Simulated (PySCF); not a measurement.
C₂H₈GaN, charge +1, doublet, geometry from GFN2-xTB (such geometries of metal compounds can be far from the true shape) (a state made from the parent by changing its charge; the spin is typed, not shown lowest), with bond 3-2 at 1.6 times its length. Base run: PySCF with BLYP/STO-3G.

The PySCF input:
```python
from pyscf import gto, scf, dft

mol = gto.Mole()
mol.atom = '''
    Ga   -0.01353999    0.00429168   -0.01046814
    C    -1.56671247   -1.37717428   -0.07443168
    H    -0.86844047   -2.90900804   -0.53808960
    H    -2.28740318   -1.01285704   -0.80790788
    H    -1.99052343   -1.42488632    0.93014957
    C     0.16787923    1.82055303   -1.00704532
    H     1.02507073    1.73089935   -1.67656798
    H     0.33897293    2.58538960   -0.24757334
    H    -0.76405407    1.98005687   -1.55125884
    N     1.41077542   -0.44716397    1.09070983
    H     1.51989193   -0.19217765    2.06889340
    H     2.22564867   -0.99502111    0.82688852
'''
mol.basis = 'sto-3g'
mol.charge = 1
mol.spin = 1
mol.verbose = 4
mol.build()

mf = dft.UKS(mol)
mf.xc = 'blyp'
mf.kernel()
```

Variants of this job, named by their change:

```csv
change,ΔE vs base (µEh),SCF cycles,<S^2>,outcome
base,0.0,16,0.752,converged
conv_tol = 1e-12,0.0,19,0.752,converged
init_guess = 1e,-,50,-,not converged
level_shift = 0.1 (with mf.max_cycle = 100),-,58,-,not converged
level_shift = 0.5 (with mf.max_cycle = 100),0.0,77,0.752,converged
init_guess = mod_huckel,0.0,29,0.752,converged
init_guess = huckel,0.0,22,0.752,converged
DIIS = ADIIS,0.0,39,0.752,converged
diis = off; damp = 0.6 (with mf.diis_start_cycle = 200; with mf.max_cycle = 150),-,150,-,not converged
init_guess = atom,0.0,33,0.752,converged
diis_space = 4,0.0,26,0.752,converged
damp = 0.5; diis_start_cycle = 5,-,50,-,not converged
diis_space = 20,0.0,15,0.752,converged
```

Open shells are given as the SCF converged; they aren't shown to be the lowest states, and a large step between rows can be another state.
